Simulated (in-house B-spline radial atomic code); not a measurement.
A fraction x of an electron is moved 3d → 4d in neutral cobalt, starting from [Ar] 3d7 4s2 and keeping the highest spin. Level of theory: non-relativistic BP86, spin-polarised, spherical fractional occupations, point nucleus; calculated with a radial B-spline atomic code at the basis-set limit.

| x | E(x) - E(0) (eV) | 3d down level (eV) | 4d up level (eV) |
| --- | --- | --- | --- |
| 0 | 0.0000 | -7.023 | - |
| 0.25 | 2.0466 | -9.782 | -0.355 |
| 0.375 | 3.3035 | -11.125 | -0.449 |
| 0.5 | ? | ? | ? |
| 0.625 | ? | ? | ? |
| 0.75 | 7.9687 | -14.796 | -0.671 |
| 0.875 | 9.8031 | -15.965 | -0.742 |
| 1 | 11.7743 | -17.127 | -0.812 |

(1) What belongs in the row x = 0.5?

(2) What belongs in the row x = 0.625?

(3) Check Janak's theorem between x = 0.25 and 0.375.

Answers

(1) An energy change of 4.7142 eV; 3d down at -12.419 eV, 4d up at -0.532 eV.

(2) An energy change of 6.2720 eV; 3d down at -13.629 eV, 4d up at -0.604 eV.

(3) The slope of the energy is 10.06 eV; the orbital levels give 10.05 eV (ε of the receiving orbital less ε of the emptying one, averaged over the two points).
